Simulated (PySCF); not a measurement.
C3H7FSi, SMILES C1[SiH2]CC1F. Geometry: ωB97X-D3(BJ)/def2-SVP. This is a generated structure with no PubChem entry under its InChIKey; it may be hypothetical.

All values below come from ωB97X-D3(BJ)/def2-SVP in PySCF.

Harmonic wavenumbers (cm⁻¹): 137, 372, 421, 458, 512, 523, 674, 726, 760, 812, 888, 913, 975, 977, 1070, 1090, 1120, 1183, 1217, 1331, 1393, 1418, 1458, 2263, 2268, 3080, 3100, 3104, 3189, 3189. Rotational constants (GHz): 8.763, 2.814, 2.338; symmetry number 1.

Question: Work out the zero-point energy and the ideal-gas rigid-rotor harmonic-oscillator thermochemistry at 298.15 K and 1 atm.

Answer: ZPE = ½ Σ hcν = ½ × 40623 cm⁻¹ = 242.98 kJ/mol. H − E(el) = 259.97 kJ/mol. Entropy in J/(mol K): translation 164.89, rotation 109.31, vibration 36.39, total 310.59. G − E(el) = 167.37 kJ/mol. Cp = 96.68 J/(mol K). Modes under 150 cm⁻¹ make the vibrational entropy uncertain.
